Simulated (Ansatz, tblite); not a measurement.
Removing and adding an electron: [V(H2O)6]2+ (VO6H12²⁺). Charge 2, multiplicity 4. Geometry: PBE-D4/def2-SVP. Ansatz, gas phase; energy differences of separate SCF runs; the oxidised species was run as a triplet alone; the reduced species was run as a quintet alone.

Cartesian coordinates in Å:
```
V -0.002 0.001 0.000
O 1.078 1.824 -0.259
H 0.912 2.651 0.236
H 1.778 2.027 -0.909
O -1.081 -1.823 0.252
H -0.916 -2.645 -0.251
H -1.783 -2.031 0.899
O -1.453 0.615 -1.438
H -1.487 1.460 -1.929
H -2.241 0.105 -1.711
O 1.449 -0.619 1.438
H 2.241 -0.115 1.711
H 1.473 -1.462 1.932
O -1.099 0.964 1.558
H -0.887 0.934 2.512
H -1.966 1.409 1.483
O 1.105 -0.961 -1.551
H 1.974 -1.402 -1.465
H 0.905 -0.933 -2.508
```

The xTB rows come from tblite.

```tsv
level	−HOMO (eV)	vertical IE (eV)	−LUMO (eV)	vertical EA (eV)	HOMO–LUMO gap (eV)	IE − EA (eV)
GFN1-xTB	–	20.69	–	13.00	–	7.69
PBE-D4/def2-TZVP	11.45	15.50	9.26	7.07	2.19	8.43
r2SCAN-D4/def2-TZVP	11.93	15.83	8.56	6.69	3.37	9.15
```

Estimate the rows for GFN2-xTB, PBE0-D4/def2-TZVP.


| level | −HOMO (eV) | vertical IE (eV) | −LUMO (eV) | vertical EA (eV) | HOMO–LUMO gap (eV) | IE − EA (eV) |
| --- | --- | --- | --- | --- | --- | --- |
| GFN2-xTB | – | 20.15 | – | 10.96 | – | 9.20 |
| PBE0-D4/def2-TZVP | 13.56 | 16.01 | 7.98 | 6.69 | 5.58 | 9.33 |

Relaxing the oxidised species (PBE-D4/def2-SVP) changes its energy by -0.31 eV at PBE-D4/def2-TZVP, so the adiabatic ionisation energy to this nearest minimum is 15.20 eV. At PBE0-D4/def2-TZVP it is 15.66 eV.  Relaxing the reduced species (PBE-D4/def2-SVP) changes its energy by -0.14 eV at PBE-D4/def2-TZVP, so the adiabatic electron affinity to this nearest minimum is 7.21 eV. At PBE0-D4/def2-TZVP it is 6.71 eV.     HOMO and LUMO are the levels of the spin that leaves or enters (xTB has no such levels and no spin-polarisation term). Other spin states of the ions may lie lower, which would lower the ionisation energy or raise the affinity. Raw xTB energy differences between charge states are shifted by several eV; the methods need an empirical correction for them.
